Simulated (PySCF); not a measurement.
Magnetisability: `CCC1=CCC[C@@H]1O`, C₇H₁₂O

Cartesian coordinates in Å; atom numbers follow the order of the lines, from 1:
```xyz
20

C     2.581   -0.285    0.293
C     1.636    0.711   -0.382
C     0.235    0.194   -0.414
C    -0.426   -0.316   -1.443
C    -1.829   -0.719   -1.104
C    -1.901   -0.539    0.422
C    -0.648    0.276    0.815
O    -0.938    1.616    1.160
H     3.601    0.092    0.276
H     2.554   -1.240   -0.225
H     2.291   -0.447    1.329
H     1.978    0.901   -1.402
H     1.651    1.653    0.172
H    -0.035   -0.443   -2.439
H    -2.548   -0.081   -1.629
H    -2.033   -1.748   -1.403
H    -2.804   -0.020    0.740
H    -1.878   -1.509    0.917
H    -0.161   -0.129    1.706
H    -1.330    2.046    0.392
```

Method used: GIAO KT3/pcSseg-1 magnetisability, rotational g tensor and spin-rotation constants, non-relativistic, gas phase (PySCF 2.14.0). Geometry: GFN2-xTB.

(1) What are the magnetisability and the molar susceptibility?

(2) Split it along the inertial axes a, b, c into diamagnetic and paramagnetic parts about the centre of mass, with the quadrupole moment.

(3) And the rotational g tensor?

## Answers

(1) Isotropic -1284 × 10⁻³⁰ J/T², or -77.3 × 10⁻⁶ cm³/mol; principal values -1443, -1251, -1159 × 10⁻³⁰ J/T², anisotropy 250 × 10⁻³⁰ J/T² (root of half the summed squared differences of the principal values). The susceptibility is in cgs units.

(2) 
| axis | χ (10⁻⁶ cm³/mol) | diamagnetic (10⁻⁶ cm³/mol) | paramagnetic (10⁻⁶ cm³/mol) | summed x² of all electrons (Å²) | quadrupole Θ (D Å) |
| --- | --- | --- | --- | --- | --- |
| a | -75.1 | -515.8 | 440.7 | 173.9 | +2.66 |
| b | -74.9 | -897.7 | 822.8 | 83.9 | -5.63 |
| c | -81.9 | -1093.8 | 1011.8 | 37.7 | +2.96 |

Anisotropies 2χaa − χbb − χcc = +6.6 and 2χbb − χaa − χcc = +7.3 × 10⁻⁶ cm³/mol. Θ is traceless in Buckingham's convention.

(3) 
| axis | rotational constant (GHz) | g | nuclear part | electronic part |
| --- | --- | --- | --- | --- |
| a | 3.0230 | -0.0211 | 0.6048 | -0.6259 |
| b | 1.6196 | -0.0078 | 0.6183 | -0.6260 |
| c | 1.2681 | -0.0049 | 0.5979 | -0.6028 |

Asymmetric top; isotopes 12C, 1H, 16O; no vibrational averaging.
